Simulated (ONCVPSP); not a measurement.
# Varying the ONCV potential for Pr (Z = 59)

Base potential:

praseodymium, optimised norm-conserving Vanderbilt (ONCV), made with ONCVPSP 4.0.1 (LDA (Perdew-Wang 92), fully relativistic). Core [Kr] 4d10, reference 4f3 5s2 5p6 6s2. Waves: 5s+6s: rc 2.90 bohr, ncon 3, nbas 7, qcut 5 1/bohr, 2 projectors; 5p: rc 1.65 bohr, ncon 4, nbas 7, qcut 5 1/bohr, 1 projector; d scattering state at 0.16 Ha: rc 3.05 bohr, ncon 3, nbas 6, qcut 3.5 1/bohr, 2 projectors, debl 1.3 Ha; 4f: rc 1.05 bohr, ncon 4, nbas 9, qcut 16.9 1/bohr, 2 projectors, debl 2.5 Ha. Local part: polynomial inside 0.95 bohr (lpopt 5, dvloc0 1 Ha). Core correction: Teter function, fcfact 2.75, rcfact 1.75.

Open shells are filled in proportion to 2j + 1.

In the d channel the program set the typed energies aside and used 0.050, 1.350 Ha (j = l + 1/2; the other j can differ).

All-electron outer shells of the reference configuration (LDA (PZ), scalar-relativistic, ld1.x):

| shell | level (eV) | outermost node (bohr) | outermost maximum (bohr) |
| --- | --- | --- | --- |
| 5s | -39.13 | 0.74 | 1.35 |
| 5p | -21.54 | 0.79 | 1.53 |
| 6s | -3.59 | 1.81 | 3.80 |
| 4f | -1.43 | – | 0.69 |

Cutoffs, loose and tight: the cutoffs (Ha) at which the residual kinetic energy of the hardest occupied pseudo-wave falls to 1 and 0.1 mHa per electron. They do not see the model core or the augmentation charge, which bear on the density cutoff. Test errors are all-electron minus pseudo excitation energies from the reference, over the configurations 4f3 5s2 5p6 6s1; 4f3 5s2 5p6 6s0; 4f2 5s2 5p6 6s0; 4f3 5s2 5p5 6s2. A dash means not determined; rows that change the core or the reference have their own tests.

A true bound ghost makes a file unfit for plane-wave use even where its test errors are small: the radial tests pick states by their node count and pass the ghost by.

| change | outcome | cutoff, loose | cutoff, tight | bound ghosts | GHOST(+) flags above zero | largest test error (meV) |
| --- | --- | --- | --- | --- | --- | --- |
| base | generated, projector energies reset by the program | 114 Ha | 466 Ha | s, p3/2, d5/2, p1/2 | d3/2 | tests left out (the all-electron energies of this program are off by 10 to 40 meV for near-neutral 4f atoms) |
| f: rc 0.72; local potential polynomial inside 0.72 bohr (lpopt 5, dvloc0 1 Ha) | generated, projector energies reset by the program | – | – | s, p3/2, d5/2, p1/2, d3/2 | s | tests left out (the all-electron energies of this program are off by 10 to 40 meV for near-neutral 4f atoms) |
| f: rc 0.82; local potential polynomial inside 0.82 bohr (lpopt 5, dvloc0 1 Ha) | generated, projector energies reset by the program | – | – | s, p3/2, d5/2, p1/2, d3/2 | none | tests left out (the all-electron energies of this program are off by 10 to 40 meV for near-neutral 4f atoms) |
| f: rc 0.9; local potential polynomial inside 0.90 bohr (lpopt 5, dvloc0 1 Ha) | generated, projector energies reset by the program | 128 Ha | 785 Ha | s, p3/2, d5/2, p1/2, d3/2 | none | tests left out (the all-electron energies of this program are off by 10 to 40 meV for near-neutral 4f atoms) |
| f: rc 1.02 | generated, projector energies reset by the program | 116 Ha | 513 Ha | s, p3/2, d5/2, p1/2 | d3/2 | tests left out (the all-electron energies of this program are off by 10 to 40 meV for near-neutral 4f atoms) |
| f: rc 1.12 | generated, projector energies reset by the program | 109 Ha | 354 Ha | s, p3/2, d5/2, p1/2 | d3/2 | tests left out (the all-electron energies of this program are off by 10 to 40 meV for near-neutral 4f atoms) |
| f: rc 1.2 | generated, projector energies reset by the program | 106 Ha | 268 Ha | s, p3/2, d5/2, p1/2 | d3/2 | tests left out (the all-electron energies of this program are off by 10 to 40 meV for near-neutral 4f atoms) |
| f: rc 1.3 | generated, projector energies reset by the program | 110 Ha | 183 Ha | s, p3/2, d5/2, p1/2 | d3/2 | tests left out (the all-electron energies of this program are off by 10 to 40 meV for near-neutral 4f atoms) |
| f: rc 1.4 | generated, projector energies reset by the program | 115 Ha | 131 Ha | s, p3/2, d5/2, p1/2 | d3/2 | tests left out (the all-electron energies of this program are off by 10 to 40 meV for near-neutral 4f atoms) |

(1) What comes out with this change to the base: f: rc 1.52?

Answers

(1) outcome: failed: ERROR pspot: first pseudo wave function has node, program will stop. Cause: the optimised pseudo-wave of the first projector has a node, so the radial equation cannot be inverted for a potential.

Reading the sweep of the f radius (base included, trends over the rows without a ghost): Bound ghosts are found at 0.72, 0.82, 0.9, 1.02, 1.05, 1.12, 1.2, 1.3, 1.4 bohr. Every judged row has one, so this setting neither creates nor removes them. The generation fails at 1.52 bohr.
